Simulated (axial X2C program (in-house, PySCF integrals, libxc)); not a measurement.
# Correcting the dissociation energy of PdSi for spin–orbit coupling

A spin-free PBE0 curve (one-electron X2C) was computed with an in-house all-electron X2C program for linear molecules (integrals from PySCF), basis Pd dyall-cv3z [12s12p8d5f3g], Si dyall-v3z [8s7p2d1f] (cores contracted in-house), for the state M_S = 0, Λ = 0 (closed shell). It gives D0 = 2.820 eV to Pd + Si, which in a spin-free picture are the weighted means of the ground terms.

Measured levels of the ground terms (NIST Handbook of Basic Atomic Spectroscopic Data), in cm⁻¹: Pd 1S: J = 0 at 0; Si 3P: J = 0 at 0, J = 1 at 77.1, J = 2 at 223.2.

The molecular state has Λ = 0, so it has no first-order lowering.

Q: How far does each ground level lie under the (2J+1)-weighted mean of its term?

A: Pd: a single level, 0; Si: (1 × 0 + 3 × 77.1 + 5 × 223.2)/9 = 150 cm⁻¹.

Q: Correct D0.

A: D0 = 2.820 + (0 − 150)/8065.5 = 2.801 eV at PBE0 with these spin–orbit terms.

Second-order spin–orbit effects in the molecule, which grow quickly with Z, are left out. One determinant describes the state; a PBE0 search over occupations chose it and may have missed a lower one. De is counted from the lowest determinant-based energies of the atoms at the same level, without counterpoise correction. PBE0 can misorder states that lie within some tenths of an eV, so this need not be the ground state of the molecule. The nearest other spin-free determinant of the search, M_S = 1, Λ = 1, lies 0.30 eV up at the distance of the search.
